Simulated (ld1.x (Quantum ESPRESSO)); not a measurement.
# Varying the TM semilocal potential for Ti

Base potential:

- Element: titanium (Ti)
- Generator: ld1.x (Quantum ESPRESSO) 7.5
- Type: norm-conserving Troullier–Martins (semilocal form)
- Functional: LDA (PZ)
- Relativity: scalar-relativistic
- Frozen core: [Ne]
- Valence charge: 12
- Reference configuration: 3s2 3p6 3d2 4s1 4p1
- Partial waves: 3s (bound): rc 1.15 bohr; 3d (bound): rc 1.25 bohr; 3p (bound): rc 1.15 bohr
- Local potential: the p channel
- Core correction: none

Occupied shells without a wave of their own: 4p, 4s. They enter only through the test configuration that unscreens the potential.

Cutoffs, loose and tight: the cutoffs (Ry, on a coarse ladder) from which the occupation-weighted sum of valence levels, in a spherical-Bessel basis at the reference potential, stays within 10 and 1 mRy of its value at 400 Ry. They do not see the model core or the augmentation charge, which bear on the density cutoff. Test errors are all-electron minus pseudo excitation energies from the reference, over the configurations 3s2 3p6 3d2 4s2 4p0; 3s2 3p6 3d2 4s1 4p0; 3s2 3p6 3d2 4s0 4p0; 3s2 3p6 3d1 4s0 4p0; 3s2 3p6 3d2 4s1.5 4p0; 3s2 3p6 3d1 4s2 4p1; 3s2 3p6 3d3 4s1 4p0 (two spin-polarised tests are not counted in the largest error). A dash means not determined; rows that change the core or the reference have their own tests.

A semilocal file is local in each channel, so a ghost entry of none says nothing of the separable form that plane-wave codes build from it.

```csv
change,outcome,"cutoff, loose","cutoff, tight",bound ghosts,largest test error (meV)
base,generated,110 Ry,180 Ry,none,-248
wave 3s (bound): rc 1.15 bohr becomes 3s (bound): rc 0.74 bohr,generated,230 Ry,300 Ry,none,-160
wave 3s (bound): rc 1.15 bohr becomes 3s (bound): rc 0.96 bohr,generated,140 Ry,230 Ry,none,-118
wave 3s (bound): rc 1.15 bohr becomes 3s (bound): rc 1.10 bohr,generated,110 Ry,200 Ry,none,-189
wave 3s (bound): rc 1.15 bohr becomes 3s (bound): rc 1.50 bohr,"generated, misses its reference levels by 0.47 eV",100 Ry,140 Ry,none,-1202
```

Q: What comes out with this change to the base: wave 3s (bound): rc 1.15 bohr becomes 3s (bound): rc 1.38 bohr?

A: outcome: generated, misses its reference levels by 0.31 eV; cutoff, loose: 100 Ry; cutoff, tight: 140 Ry; bound ghosts: none; largest test error (meV): -806.

Q: What comes out with this change to the base: wave 3s (bound): rc 1.15 bohr becomes 3s (bound): rc 1.68 bohr?

A: outcome: generated, misses its reference levels by 0.76 eV; cutoff, loose: 100 Ry; cutoff, tight: 140 Ry; bound ghosts: none; largest test error (meV): -1909.

Reading the sweep of the s radius (base included, trends over the rows without a ghost): The loose cutoff falls from 230 Ry at 0.74 to 100 Ry at 1.68 bohr. A larger radius leaves more room for a smooth pseudo-wave, so fewer plane waves are needed; a smaller one forces it to follow the all-electron wave where it bends sharply. The median size of the test errors (rows with all tests solved) rises from 42.8 meV at 0.74 to 686.1 meV at 1.68 bohr, with one reversal. More of the atom is replaced by a form fitted at one configuration, so other configurations suffer as the radius grows.
